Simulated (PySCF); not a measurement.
# Partial charges of TeMe2

Species: TeMe2, C₂H₆Te.
Z-matrix (Å and degrees, PBE0-D3(BJ)/def2-SVP geometry), rows numbered from 1:
```
Te
C   1  2.1522
H   2  1.0976  1  109.91
H   2  1.0976  1  109.86  3  -121.87
H   2  1.0982  1  107.67  3   119.11
C   1  2.1522  2   93.65  3    61.64
H   6  1.0976  1  109.96  2    62.49
H   6  1.0977  1  109.78  2   -59.36
H   6  1.0982  1  107.68  2  -178.34
```

Density: PBE0/pcSseg-1 (def2-TZVP on Te) (PySCF); schemes: Mulliken and ESP-fitted. Geometry: PBE0-D3(BJ)/def2-SVP; no solvent, vibrations or thermal averaging. Atoms past krypton carry effective core potentials; spin–orbit coupling is left out.

Problem. Do the Mulliken and ESP-fitted schemes agree on where the charge is highest?

Solution. All schemes pick atoms of one kind: Mulliken H3, H4 and H7 (+0.145); ESP-fitted H9 (+0.272).

Problem. For which atoms does the sign change between the 2 schemes (beyond +0.03 e in one, beyond −0.03 e in another)?

Solution. For none.

Problem. At which atom do the 2 schemes differ most?

Solution. At C6: from -0.782 (ESP-fitted) to -0.360 e (Mulliken), 0.422 e apart.

Problem. What partial charge does each atom carry?

Solution. In e:

```
atom                  environment  Mulliken  ESP-fitted
 Te1      tellurium bonded to 2 C    -0.143      +0.026
  C2  carbon bonded to Te and 3 H    -0.361      -0.743
  H3               hydrogen on C2    +0.145      +0.239
  H4               hydrogen on C2    +0.145      +0.236
  H5               hydrogen on C2    +0.142      +0.260
  C6  carbon bonded to Te and 3 H    -0.360      -0.782
  H7               hydrogen on C6    +0.145      +0.247
  H8               hydrogen on C6    +0.144      +0.246
  H9               hydrogen on C6    +0.142      +0.272
```

Mean size of the charges over all atoms: ESP-fitted 0.339 e, Mulliken 0.192 e. Each set sums to the total charge, 0, to within 0.001 e. The ESP scheme is a least-squares fit of atom-centred charges to the potential on four shells outside the van der Waals surface, with the total charge fixed.

Problem. Sum the charges by element, for elements with more than one atom.

Solution. 
```tsv
element	atoms	Mulliken	ESP-fitted
C	2	-0.721	-1.526
H	6	+0.864	+1.500
```
